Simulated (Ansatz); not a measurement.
Consider the ligand exchange at the Si–O bond: `C[SiH2]OB(N)F` + `C=N` → `C=N[SiH2]C` + `NB(O)F`.

Isolated molecules relaxed with PBE0-D4/def2-TZVP in Ansatz; ΔE leaves out vibrations. CBS: MP2 limit from def2 TZ/QZ plus the TZ coupled-cluster correction, frozen cores. This one scheme is used for every species. DFT in def2-TZVPP. B3LYP here is the variant with VWN-RPA as its local correlation; programs differ in this. Each species was taken in one conformer, which may not be the lowest.

`C[SiH2]OB(N)F`:

Z-matrix (Å, degrees):
```
C
Si 1 1.856
H 1 1.092 2 110.9
H 1 1.093 2 110.4 3 -119.8
H 1 1.092 2 110.9 3 120.3
O 2 1.654 1 107.5 3 -60.2
H 2 1.487 1 110.7 3 -179.8
H 2 1.487 1 110.7 3 59.4
B 6 1.359 2 132.6 1 179.7
N 9 1.399 6 121.7 2 180.0
F 9 1.346 6 119.6 2 -0.0
H 10 1.003 9 122.2 6 0.0
H 10 1.003 9 122.5 6 180.0
```

`C=N`:

```xyz
5

C     0.141   -0.107   -0.348
N    -0.642   -0.238    0.631
H     0.904    0.675   -0.440
H     0.071   -0.814   -1.177
H    -0.473    0.483    1.333
```

`C=N[SiH2]C`:

Z-matrix (Å, degrees):
```
Si
N 1 1.747
C 1 1.862 2 108.8
H 1 1.497 2 110.9 3 121.9
H 1 1.486 2 106.9 3 -119.7
C 2 1.257 1 124.0 3 -122.3
H 3 1.093 1 110.6 2 -177.0
H 3 1.092 1 110.4 2 -57.0
H 3 1.092 1 110.8 2 63.0
H 6 1.097 2 120.4 1 179.6
H 6 1.103 2 124.2 1 -0.4
```

`NB(O)F`:

```xyz
7

N     0.263   -0.885   -0.155
B    -0.401    0.265    0.308
O    -0.094    1.551   -0.026
F    -1.427    0.108    1.151
H    -0.024   -1.801    0.138
H     1.041   -0.879   -0.787
H     0.643    1.640   -0.630
```

Problem. Is it downhill or uphill in electronic energy at CCSD(T)/CBS, and by how much? (An estimate is asked.)

Solution. The calculation gave: Uphill: ΔE = +67.1 kJ/mol.

Problem. What do these levels give: r2SCAN-D4, PBE0-D4, B3LYP-D4, ωB97M-V, PBE0, SCS-MP2/def2-TZVPP, CCSD/def2-TZVPP, CCSD(T)/def2-TZVPP, HF/def2-QZVPP, MP2/def2-QZVPP, SCS-MP2/def2-QZVPP, CCSD/CBS(def2)? (Estimate.)

Solution. Computed: r2SCAN-D4 64.4, PBE0-D4 60.7, B3LYP-D4 65.7, ωB97M-V 66.1, PBE0 60.6, SCS-MP2/def2-TZVPP 68.0, CCSD/def2-TZVPP 69.8, CCSD(T)/def2-TZVPP 68.0, HF/def2-QZVPP 76.1, MP2/def2-QZVPP 64.2, SCS-MP2/def2-QZVPP 67.6, CCSD/CBS(def2) 68.9 kJ/mol.

Largest T1 diagnostic among the species: 0.012.

In def2-TZVPP, CCSD(T) changes the Hartree–Fock value by −7.5 kJ/mol (the triples alone add −1.8 kJ/mol) and MP2 by −11.0 kJ/mol. From PBE to PBE0 (25 % exact exchange), in def2-TZVPP and without D4, ΔE moves by +3.3 kJ/mol.
